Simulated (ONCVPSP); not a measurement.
**Before and after: ONCV potential for Fe**

ONCVPSP 4.0.1 input, shortened (lines: element, Z, core and valence counts, functional; n l f; lmax; l rc ep ncon nbas qcut; lloc lpopt rc5 dvloc0; l nproj debl; icmod fcfact rcfact), LDA (Perdew-Zunger), fully relativistic:

```
  Fe 26.00    3    4        3      upf
    1    0    2.00
    2    0    2.00
    2    1    6.00
    3    0    2.00
    3    1    6.00
    3    2    6.00
    4    0    1.75
    2
    0    1.15    0.00    3    6   11.20
    1    1.15    0.00    4    7   14.30
    2    1.05    0.00    4    9   16.80
    4    5    1.00    0.00
    0    2    3.60
    1    2    1.30
    2    2    3.70
    0    0.00    0.00
```

Open shells are filled in proportion to 2j + 1.

In the p channel the program set the typed energies aside and used -2.257, 0.250 Ha (j = l + 1/2; the other j can differ).

Change: d: qcut 19.9.

Cutoffs: the cutoffs (Ha) at which the residual kinetic energy of the hardest occupied pseudo-wave falls to 1 and 0.1 mHa per electron; they do not see the model core or the augmentation charge, which bear on the density cutoff. Errors are all-electron minus pseudo energies relative to the spin-unpolarised reference configuration.

Task: Predict the effect on cutoff, ghosts and configuration errors.

Result: The potential gets harder (94 Ha and 108 Ha → 108 Ha and 127 Ha); the errors of the 4 common tests hardly move; neither file shows a bound ghost. The waves are optimised to have the least kinetic energy above qcut, so the cutoff follows it (qcut²/2 in Ha).

| quantity | base | changed |
| --- | --- | --- |
| cutoff, loose | 94 Ha | 108 Ha |
| cutoff, tight | 108 Ha | 127 Ha |
| loose cutoff by channel | s 43 Ha, p 33 Ha, d 94 Ha | s 43 Ha, p 33 Ha, d 108 Ha |
| bound ghosts | none | none |
| GHOST(+) flags under 300 eV | none | none |
| error for 3s2 3p6 3d6 4s2, meV [ΔE -1.58 eV] | 0.0 | 0.0 |
| error for 3s2 3p6 3d6 4s1, meV [ΔE 7.40 eV] | +0.4 | +0.4 |
| error for 3s2 3p6 3d6 4s0, meV [ΔE 23.89 eV] | +2.4 | +2.2 |
| error for 3s2 3p6 3d6 4s1.5, meV [ΔE 2.01 eV] | +0.1 | +0.1 |
| s: phases at 1.17 bohr within 0.05 rad from the reference energy up to (Ha; the scan ends near 5) | to the end of the scan | to the end of the scan |
| p3/2: phases at 1.17 bohr within 0.05 rad from the reference energy up to (Ha; the scan ends near 5) | to the end of the scan | to the end of the scan |
| p1/2: phases at 1.17 bohr within 0.05 rad from the reference energy up to (Ha; the scan ends near 5) | to the end of the scan | to the end of the scan |
| d5/2: phases at 1.07 bohr within 0.05 rad from the reference energy up to (Ha; the scan ends near 5) | to the end of the scan | to the end of the scan |
| d3/2: phases at 1.07 bohr within 0.05 rad from the reference energy up to (Ha; the scan ends near 5) | to the end of the scan | to the end of the scan |
